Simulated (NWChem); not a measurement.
Molecule: GeSiH₃Br, singlet; SMILES [Ge]([Br])[SiH3]

```xyz
6

Ge     0.8754    -0.4954    -0.4049
Br    -0.3159     1.3237     0.4981
Si    -1.0450    -2.0370    -0.0676
H     -0.7505    -3.4334    -0.5270
H     -2.2286    -1.5285    -0.8321
H     -1.3935    -2.0830     1.3886
```
Atoms are numbered in this order, from 1.

Low-valent species are run as closed-shell singlets; no triplet was tried in these runs. All runs use the structure optimised with PBE0/def2-SVP.

Spin-orbit effects, on the heavy nuclei and on their neighbours, are missing.

Give the principal values of the shielding tensors (ppm) of Ge1, Br2, Si3 from BHandHLYP/pcSseg-1, GIAO (NWChem), with their diamagnetic and paramagnetic parts as GIAO splits them.


```
atom      σ11    σ22     σ33  isotropic  diamagnetic  paramagnetic
----  -------  -----  ------  ---------  -----------  ------------
Ge1   -4403.8  577.8  1227.4     -866.2       2754.2       -3620.4
Br2    -395.8  871.3  3252.8     1242.8       3124.4       -1881.6
Si3     413.6  424.5   476.9      438.3        878.7        -440.3
```
